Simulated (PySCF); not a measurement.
Dipole response of Hg (mercury, neutral)

[Xe] 4f14 5d10 6s2, closed-shell 1S. All numbers are calculated (PySCF 2.14, scalar relativity through the core potential, in def2-QZVPPD with the def2 core potential (60 electrons)). Coupled (time-dependent) response in atomic units; α is the mean over directions.

```tsv
method	mean α (bohr³)	C₆ (like pair)	S(−4)
UHF	44.56	439.4	794.1
PBE	35.11	341.4	423.4
PBE0	36.40	353.8	467.2
TPSSh	36.29	356.7	451.3
M06-L	35.28	344.2	428.8
```

S(−4) is the Cauchy moment in α(ω) = α(0) + S(−4) ω² + …

Reference α: 33.91 ± 0.34 bohr³ (recommended; Schwerdtfeger and Nagle, table of static dipole polarizabilities (2023 update)). Published C₆: 268.0 (Gould and Bucko (2016)).

Hartree-Fock lies above the reference because it lacks correlation, which contracts the outer shell.

α(iu) at TPSSh:

```
u (hartree)  α(iu) (bohr³)
          0          36.29
     0.0500          35.21
      0.100          32.42
      0.200          25.37
      0.300          19.59
      0.500          12.75
      0.750          8.590
       1.00          6.341
       1.50          3.973
       2.00          2.751
       3.00          1.543
       5.00         0.6747
```

Energies and moments cover only the electrons outside the core potential. Spin-orbit coupling, which splits the p, d and f shells strongly at this Z, is absent.
